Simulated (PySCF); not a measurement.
# Ga(2+) (gallium, charge +2): UHF calculation

Configuration: [Ar] 3d10 4s1, 2S determinant. Computed with PySCF 2.14 in cc-pVTZ-DK (6s5p3d1f, 43 functions), with the spin-free X2C one-electron Hamiltonian (Gaussian nucleus).

```json
{
  "Total energy": "-1941.281595 hartree",
  "One-electron energy": "-2686.4573 hartree",
  "Hartree (Coulomb) energy": "819.3309 hartree",
  "Exchange energy": "-74.1552 hartree",
  "⟨S²⟩": "0.7505",
  "⟨L²⟩": "0.000",
  "Sum of ⟨r⟩": "17.05 bohr",
  "Sum of ⟨r²⟩": "17.75 bohr²",
  "Langevin diamagnetic susceptibility": "-14.1 ×10⁻⁶ cm³/mol",
  "Time after the integrals": "0.09 s of wall time on 1 thread of Neoverse-V2 (shared host)"
}
```

```tsv
shell	electrons	mean orbital energy (eV)	rms radius, mean of both spins (bohr)
1s α	1	-10460.9	0.0560
1s β	1	-10460.8	0.0560
2s α	1	-1361.1	0.235
2s β	1	-1360.9	0.235
2p α	3	-1183.1	0.211
2p β	3	-1183.0	0.211
3s α	1	-199.27	0.698
3s β	1	-198.84	0.698
3p α	3	-143.29	0.737
3p β	3	-143.17	0.737
3d α	5	-51.916	0.885
3d β	5	-51.793	0.885
4s α	1	-29.720	2.30
```

Densities and radii are taken from the X2C orbitals without a picture-change correction, which distorts them close to the nucleus.
